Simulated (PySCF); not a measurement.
OSc, SMILES [O]=[Sc] (connectivity only; charge and spin as stated), neutral, multiplicity 2.

Geometry: B3LYP-D3(BJ)/def2-TZVPD.

All values below come from PBE/def2-TZVPD (PySCF).

The molecule is in vacuum.

- total energy = -835.67896 hartree
- point group = C∞v
- α spin, highest occupied and lowest empty level = -4.02 and -2.91 eV
- β spin, highest occupied and lowest empty level = -6.71 and -2.97 eV
- dipole moment = 3.52 D
- mean static polarisability = 111.7 bohr³ (16.55 Å³)
- polarisability, principal values = 90.9, 122.1, 122.1 bohr³
- ⟨S²⟩ = 0.752 (pure state 0.75)
